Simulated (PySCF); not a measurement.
Species: C₆H₉FN (doublet state).
Z-matrix (Å and degrees, GFN2-xTB geometry), rows numbered from 1:
```
C 
C   1  1.4689
C   2  1.5384  1  112.56
C   3  1.5068  2  111.85  1   -71.25
N   4  1.2572  3  116.69  2  -125.30
C   5  1.4399  4  110.40  3     0.08
C   3  1.5427  2  114.31  1   174.38
F   7  1.3800  3  111.66  2     6.45
H   1  1.0728  2  120.54  3   -35.37
H   1  1.0713  2  120.55  3   150.43
H   2  1.0936  1  110.65  3  -123.16
H   2  1.1028  1  110.52  3   119.66
H   3  1.0945  2  108.94  1    50.26
H   4  1.0775  3  121.90  2    53.70
H   6  1.0923  5  109.06  4   123.04
H   6  1.0915  5  108.98  4  -118.96
H   7  1.0939  3  113.03  2  -112.22
```

The hyperfine couplings belong to this conformer and change with its torsions.

The species is `[CH2]C[C@@H]1C=NC[C@@H]1F` [radical].

Level of theory: PySCF, UKS B3LYP, pcH-1 on C F H N, non-relativistic, mean-field spin-orbit, GIAO. Isolated species at its GFN2-xTB geometry (one conformer only). The geometry wasn't refined by DFT: couplings that depend on bond lengths, twists or pyramidal angles can differ widely from those at the functional's own minimum. No stability test was run, so a lower SCF solution isn't excluded.

The largest Mulliken spin populations are on C1 (+1.08), C2 (-0.09) and H12 (+0.07). C1 is the only atom above +0.15. The angles at C1 add up to 359.8°, so it is planar; its axial dipolar tensor and the negative couplings of its protons fit spin in a p orbital normal to that plane.

(1) McConnell's relation a(H) = Q·ρ ties the coupling of a proton on a planar π carbon to the spin population of that carbon. What Q do the computed values give?

(2) How do the β-proton couplings of this frozen conformer go with θ, the angle between the C–H bond and the normal to the plane of the spin centre's three neighbours, both seen down the bond from centre to carbon?

Results:

(1) 
```tsv
H	C	ρ(C)	a(H) (G)	a/ρ (G)
H9	C1	+1.077	-22.27	-20.7
H10	C1	+1.077	-22.72	-21.1
```

These protons share one ρ (within 0.01), so their mean ratio, Q = -20.9 G, is no test of linearity.

(2) 
```
β H  on  centre  θ (°)  cos²θ   a (G)
H11  C2      C1     66   0.17  +12.73
H12  C2      C1      3   1.00  +61.02
```

Couplings in gauss use g_iso = 2.0026.
